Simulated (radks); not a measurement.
The numbers below are computed, except where a source is named.
Question: Cr II, configuration [Ar] 3d5. Level of theory: scalar-relativistic Kohn-Sham, PBE, spin-polarised, spherical densities, finite nucleus; open shells are filled with parallel spins first; Fermi nuclear charge, rms radius 3.6452 fm (a radial shooting solver on a logarithmic mesh with Libxc functionals). Some entries of the table are withheld. Estimate them.

| orbital | occ. | eigenvalue (eV) | <r^2> (bohr^2) |
|---|---|---|---|
| 1s down | 1 | -5886.836 | 0.005432 |
| 1s up | 1 | -5886.807 | 0.005432 |
| 2s up | 1 | -673.4871 | (1) |
| 2s down | 1 | -671.8768 | (2) |
| 2p up | 3 | -566.8819 | (3) |
| 2p down | 3 | -565.6576 | (4) |
| 3s up | 1 | -82.0720 | 0.9440 |
| 3s down | 1 | -77.5778 | 0.9471 |
| 3p up | 3 | (5) | 1.108 |
| 3p down | 3 | (6) | 1.118 |
| 3d up | 5 | -10.9261 | 2.577 |

Answer: 
(1) 2s up <r^2> (bohr^2): 0.1017
(2) 2s down <r^2> (bohr^2): 0.1013
(3) 2p up <r^2> (bohr^2): 0.08331
(4) 2p down <r^2> (bohr^2): 0.08291
(5) 3p up eigenvalue (eV): -53.5741
(6) 3p down eigenvalue (eV): -49.1232
